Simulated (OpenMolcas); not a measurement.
# Levels of Ge3+ by method

| Quantity | Value |
| --- | --- |
| Program | OpenMolcas |
| Basis | ANO-R1 [5s4p3d1f] |
| Scalar Hamiltonian | X2C, finite nucleus |
| Active space | 1 electron in 4 orbitals (4s 4p) |
| State averaging | 2S+1 = 2 even, 1 root; 2S+1 = 2 odd, 3 roots |
| Spin-orbit coupling | state interaction with AMFI integrals over the reference wave functions, term energies averaged over their components |

Methods on the same reference wave functions:
A. CASSCF
B. SS-CASPT2, IPEA 0.25 Eh, imaginary shift 0.1 Eh (closed shells correlated: 3d)

Energies in cm-1 above 4s 2S 1/2, the measured ground level; measured values from Sugar and Musgrove, J. Phys. Chem. Ref. Data 22, 1213 (1993).

| Level | A | B | Measured |
| --- | --- | --- | --- |
| 4s 2S 1/2 | 0.0 | 0.0 | 0.0 |
| 4p 2P* 1/2 | 76469 | 76698 | 81311 |
| 4p 2P* 3/2 | 79154 | 79383 | 84102 |

Deviations, from unrounded energies. A percentage is the sum of absolute deviations over the sum of measured energies, with the sign that they share, or ± where signs differ.

```
           Against measurement  Levels     A     B
mean absolute deviation (cm-1)       2  4900  4700
      other configurations (%)       2  -5.9  -5.6
```

A, B lie about equally close to measurement. The largest miss of B in the table is 4p 2P* 3/2, by -4700 cm-1. The ranking rests on the paired levels alone, and a cruder setting can come out closer through cancelling errors.

The lowest spin-free term lies below A's lowest term by 0.350 hartree in B.

The basis is small and was not contracted for so high a charge. With one active electron the reference holds no correlation, so core polarisation is missing (holds for A). With one active electron, CASPT2 adds the correlation within the correlated inactive shells and between them and that electron, and leaves the splitting within a term as the reference gives it (holds for B). Computed and measured levels are paired by configuration, term and J; levels that our copy of the source lacks, or whose pairing is in doubt (as where it misses far off the trend of its configuration), stay unpaired and out of the deviations. Levels of configurations outside the active space are missing.

* marks odd parity.
